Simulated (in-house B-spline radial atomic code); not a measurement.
## BLYP excitations of Br⁷⁺

Method: BLYP. Computed with an all-electron radial atomic-structure program (B-spline basis): linear response of the closed shell [Ar] 3d10 with the functional's adiabatic kernel; non-relativistic, point nucleus, no spin-orbit coupling, no double excitations, S, P, D and F terms only. Only terms of natural parity with L up to 3 were computed.

Without relativity these are model numbers for so heavy an element.

Command:
```bash
python run_td.py task.json out
```
Settings (radii: box in bohr, nucleus in fm):
```
Z                        35
electrons                28
configuration            [Ar] 3d10
hamiltonian              nr
method                   b88,lyp
box_radius               12.81
intervals                53
```

Cost of the run: 0.8 s on 1 thread of Intel(R) Xeon(R) Platinum 8488C (Sapphire Rapids) (shared host).

The lowest states, in the order of their Tamm-Dancoff energies; the method's threshold (minus the highest occupied level) is 176.76 eV. Labels give the largest channel, * marks a mixed state, and oscillator strengths are full-response dipole values. Semilocal kernels can invert the small singlet-triplet splittings of Rydberg terms. Energies in eV:

```
     state  full response  Tamm-Dancoff  oscillator strength
3d → 4s 3D          65.51         65.52                    -
3d → 4s 1D          66.46         66.47                    -
3d → 4p 3P          81.12         81.15                    -
3d → 4p 3F          81.29         81.30                    -
3d → 4p 1F          82.16         82.17                    -
3d → 4p 1P          83.53         83.62                0.511
3d → 4d 3S         105.92        105.96                    -
3d → 4d 3D         106.86        106.87                    -
3d → 4d 1D              ?             ?                    -
3d → 4d 1S         114.93        115.85                    -
3d → 5s 3D         121.49        121.49                    -
3d → 5s 1D         121.76        121.77                    -
3d → 5p 3P         127.79        127.79                    -
3d → 5p 3F         127.87        127.87                    -
3d → 5p 1F              ?             ?                    -
3d → 5p 1P         128.55        128.57               0.0429
```

(1) Where does 3d → 4d 1D lie?

(2) Where does 3d → 5p 1F lie?

(3) How large is the singlet-triplet splitting of 3d → 4s (D terms) in Tamm-Dancoff?

(4) What polarisabilities and dispersion coefficient does the method give?

Results:

(1) At 107.98 eV in full response, 108.00 eV in Tamm-Dancoff.

(2) At 128.12 eV in full response, 128.12 eV in Tamm-Dancoff.

(3) 0.949 eV, from the unrounded values.

(4) Dipole 0.2792 bohr³, quadrupole 0.2226 bohr⁵, C6 0.3644 hartree·bohr⁶ for two such species.
